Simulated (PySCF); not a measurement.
# Gold: a sound run and one with changed settings

Sound run: Au [Xe] 4f14 5d10 6s1, Au⁺ [Xe] 4f14 5d10. All numbers are calculated (PySCF 2.14, a scalar-relativistic core potential, in aug-cc-pVDZ-PP with ECP60MDF). In the sound run the correlated levels freeze 5s2 5p6 outside the core potential. The sound run starts from symmetry-adapted Hartree-Fock orbitals and uses a fine grid where one is needed.

Changed run: all electrons correlated in a basis built for the valence shell.

| species | method | sound run (hartree) | changed run (hartree) | converged |
| --- | --- | --- | --- | --- |
| Au | MP2 | -135.10418 | -135.25388 | yes |
| Au⁺ | MP2 | -134.76997 | -134.91295 | yes |

Ionisation energy of Au:

```tsv
method	sound run (eV)	changed run (eV)
UHF	7.680	7.680
MP2	9.094	9.277
SCS-MP2	8.919	9.048
```

A valence basis has no tight correlating functions, so it recovers only part of the core correlation, and not evenly between atom and ion.

For comparison, NIST gives 9.226 eV between the lowest levels.
